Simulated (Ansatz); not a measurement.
Ansatz results at the PBE0-D4/def2-TZVP geometry: LUMO energy (PBE/def2-TZVPP) -2.39 eV; size of the dipole moment (B3LYP/def2-TZVPP) 3.18 D; ideal-gas entropy at 298 K and 1 bar (rigid rotor, harmonic PBE0-D4/def2-TZVP) 363 J/(mol·K).

Each molecule was computed in one conformer, which needn't be the lowest.

Task: Which molecule gave them?
A. `[CH3][Y]([F])[Cl]`
B. `[OH][Y]([Cl])[Cl]`
C. `[NH2][Y]([NH2])[Cl]`
D. `[CH3][Y]([OH])[F]`

Result: C. The others give `[OH][Y]([Cl])[Cl]`: -3.13, 3.07, 359; `[CH3][Y]([F])[Cl]`: -3.09, 2.47, 387; `[CH3][Y]([OH])[F]`: -2.56, 2.74, 376.

B3LYP here is the variant with VWN-RPA as its local correlation; programs differ in this.
